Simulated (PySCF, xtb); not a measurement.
CH6F2OSi2, SMILES OC([SiH2]F)[SiH2]F.

GFN2-xTB (xtb 6.7.1) at its own geometry gives an orbital gap of 4.76 eV and a dipole moment of 3.60 D.

Coordinates come from a ωB97X-D3(BJ)/def2-SVP optimisation. The structure was generated by enumeration, and PubChem lists no compound with its InChIKey, so it may never have been made. Other conformers were not sampled.

What does CAM-B3LYP/def2-TZVP in PySCF give? (Estimate from the structure and the level; the computed values follow.)

gap 9.37 eV (levels -9.18 and 0.19 eV), dipole 2.53 D.
